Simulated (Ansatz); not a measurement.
# How methods differ on GeH2F− (SMILES [F][GeH2-])

GeH2F−: 4 atoms, total charge -1, spin state singlet. As SMILES, `[F][GeH2-]`. The shape comes from GFN2-xTB, which is rough for such elements, and wasn't checked as a minimum.

```xyz
4

F     0.0837   -0.5857    1.6167
Ge    0.5517   -0.4337   -0.2626
H    -1.2546   -0.4900   -0.9925
H     0.6192    1.5094   -0.3615
```

Each level gives the energy change with the F1–Ge2 bond stretched from 1.943 to 2.428 Å (eV). The values are calculated.

```tsv
level	kind	program	value (eV)	less FCI/STO-3G	CPU time (all runs)
PBE/STO-3G (restricted)	GGA	Ansatz	1.98	+0.10	2.6 s
revPBE/STO-3G (restricted)	GGA	Ansatz	1.91	+0.03	2.6 s
r2SCAN/STO-3G (restricted)	meta-GGA	Ansatz	2.08	+0.20	6.4 s
BHLYP/STO-3G (restricted)	global hybrid	Ansatz	2.42	+0.54	2.3 s
PBE0/STO-3G (restricted)	global hybrid	Ansatz	2.19	+0.31	2.4 s
wB97M-V/STO-3G (restricted)	range-separated hybrid	Ansatz	2.38	+0.50	38 s
CCSD(T)/STO-3G (restricted)	coupled cluster or CI	Ansatz	1.86	-0.02	0.53 s
CCSDT/STO-3G (restricted)	coupled cluster or CI	Ansatz	1.87	-0.01	0.99 s
FCI/STO-3G	exact in the basis	Ansatz	1.88	0.00	1.7 s
```

FCI/STO-3G is exact within its basis and frozen core, so for wave-function methods in that basis the difference is their error; functionals converge differently with the basis, so for them it is only a difference. All-electron rows without a relativistic Hamiltonian named are non-relativistic. Sets without diffuse functions describe the anion poorly. The first shape isn't each level's own minimum. The values span 1.86 to 2.42 eV. All rows use very small basis sets, so none should be taken for the real molecule's value. In the correlated wave-function rows the outer d shell of Ge is correlated, in sets not made for it. Times are those of the runs behind each value, whatever else they computed, on shared processors of several kinds: orders of magnitude only.
